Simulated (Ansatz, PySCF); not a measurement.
HgI, SMILES [I][Hg+], charge +1.

Geometry optimised at B3LYP-D3(BJ)/def2-TZVP. The spin state was assumed, not searched. The def2 effective core potentials stand for the cores of Hg, I; spin–orbit coupling is left out.

Vertical ionisation energy (IE) and electron affinity (EA) in eV. Rows of orbital energies are one-electron estimates. Where ΔSCF, EOM or ADC give a negative EA the extra electron is unbound and the value depends on the basis.

```csv
level,IE,EA
"−ε(HOMO), −ε(LUMO), CAM-B3LYP/def2-TZVPD (PySCF)",14.60,9.79
"−ε(HOMO), −ε(LUMO), M06-2X/def2-TZVPD (PySCF)",14.44,9.81
"−ε(HOMO), −ε(LUMO), PBE/def2-TZVPD (PySCF)",12.29,11.54
"ΔSCF, CAM-B3LYP/def2-TZVPD (Ansatz), final states of multiplicity 2 and 2",15.56,8.74
"ΔSCF, PBE/def2-TZVPD (Ansatz), final states of multiplicity 2 and 2",15.63,8.60
```

What vertical singlet–triplet gap does ΔSCF give with CAM-B3LYP/def2-TZVPD (Ansatz, an electronic-structure program) and with PBE/def2-TZVPD (Ansatz)? (Estimate from the structure and the level; the computed values follow.)

0.91 and 1.02 eV (triplet above singlet where positive).
